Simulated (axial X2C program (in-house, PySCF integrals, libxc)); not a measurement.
**Which molecule has these constants?**

All values come from calculations with an in-house all-electron X2C program for linear molecules (integrals from PySCF), spin-free (one-electron X2C) or two-component (2c: spin–orbit coupling with atomic mean-field Coulomb and Gaunt terms, which also bring small scalar terms), in Dyall basis sets with cores contracted in-house; open shells are unrestricted.

A two-component PBE0 calculation in a Dyall 3-zeta basis gave Re = 2.463 Å, ωe = 353.2 cm⁻¹, dipole magnitude 1.64 D, Ω = 4.

Question: Which molecule is it?
A. MgTi
B. CaTi
C. BeTi

Answer: C. The others have MgTi 2.956 Å and 167.9 cm⁻¹ (Ω = 4); CaTi 3.185 Å and 141.0 cm⁻¹ (Ω = 4).

Each entry is the lowest single determinant of a limited PBE0 search at one distance. De goes to single-determinant-based atoms at the same level (for ions the charge split of lowest energy) and is withheld (n/a) where an atom does not fit its ground term or J level. Main or longest-lived isotopes. One determinant is a doubtful description, or other states lie close, for BeTi, MgTi, CaTi; these need not be ground states, and all values refer to the states named. Some open-shell Ω = 0 determinants are out of reach, so the Ω given for BeTi, MgTi, CaTi need not be the lowest component. With several unpaired electrons the Ω given is that of one determinant, not necessarily of the lowest component. The functionals have no current term, which raises determinants with orbital currents.
